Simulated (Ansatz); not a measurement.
`C[N](C)[Hf]([F])([Cl])[N]=C=O` from Hartree–Fock to CCSD(T)

```tsv
atom	x (Å)	y (Å)	z (Å)
C1	-1.910	-0.716	0.589
N2	-0.565	-0.202	0.481
C3	-0.406	1.126	1.035
Hf4	1.072	-1.045	-0.285
F5	0.542	-2.731	-0.985
Cl6	2.667	-1.230	1.447
N7	1.775	0.218	-1.725
C8	2.169	0.970	-2.575
O9	2.552	1.699	-3.399
H10	-2.624	-0.070	0.062
H11	-2.227	-0.777	1.639
H12	-1.978	-1.716	0.158
H13	-1.043	1.855	0.518
H14	-0.653	1.146	2.104
H15	0.630	1.474	0.937
```

The species carries charge 0 and has multiplicity 1. Correlated methods include outer-core shells of Hf, which these sets cover unevenly. Hf takes the def2 core potential. Geometry: relaxed with PBE0-D4/def2-TZVP. It is one conformer, not always the lowest. Frozen core, restricted reference, the Gaussian-basis code of Ansatz.

```
     basis     HF (Eh)  MP2 corr.
  def2-SVP  -907.09717   -1.45353
def2-TZVPP  -907.74773   -1.88255
def2-QZVPP  -907.77883   -2.05173
```

Problem. Estimate the CCSD correlation energy and the (T) correction in each basis where they were run (hartree).

Solution. 
| basis | CCSD corr. | (T) |
| --- | --- | --- |
| def2-SVP | -1.49328 | -0.05036 |
| def2-TZVPP | -1.90802 | -0.08476 |
